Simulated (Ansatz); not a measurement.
Consider the formal exchange of groups at the Si–C bond: chlorotrimethylsilane + `C#N` → `C[Si](C)(Cl)C#N` + CH₄.

Calculated with Ansatz (gas phase, PBE0-D4/def2-TZVP geometries, no zero-point term in ΔE). CCSD(T)/CBS is the MP2 limit (def2-TZVPP, def2-QZVPP) plus CCSD(T) − MP2 in def2-TZVPP, frozen cores. This one scheme is used for every species. DFT in def2-TZVPP.

(1) Is it downhill or uphill in electronic energy at CCSD(T)/CBS, and by how much? (An estimate is asked.)

(2) What do these levels give: PBE0-D4, CAM-B3LYP-D4, ωB97M-V, revPBE, BLYP, PBE0, HF/def2-SVP, CCSD/def2-SVP, HF/def2-TZVPP, SCS-MP2/def2-TZVPP, SCS-MP2/def2-QZVPP, CCSD/CBS(def2)? (Best estimate.)

Largest T1 diagnostic among the species: 0.014.

## Answers

(1) Computed: Downhill: ΔE = -10.7 kcal/mol.

(2) Computed: PBE0-D4 -10.9, CAM-B3LYP-D4 -11.3, ωB97M-V -10.7, revPBE -11.9, BLYP -12.5, PBE0 -11.1, HF/def2-SVP -12.3, CCSD/def2-SVP -11.2, HF/def2-TZVPP -12.3, SCS-MP2/def2-TZVPP -11.9, SCS-MP2/def2-QZVPP -11.7, CCSD/CBS(def2) -10.5 kcal/mol.

In def2-TZVPP, CCSD(T) changes the Hartree–Fock value by +1.4 kcal/mol (the triples alone add −0.1 kcal/mol) and MP2 by +0.8 kcal/mol. At CCSD(T), def2-SVP lies −0.8 kcal/mol from the extrapolated value and def2-TZVPP −0.3 kcal/mol.
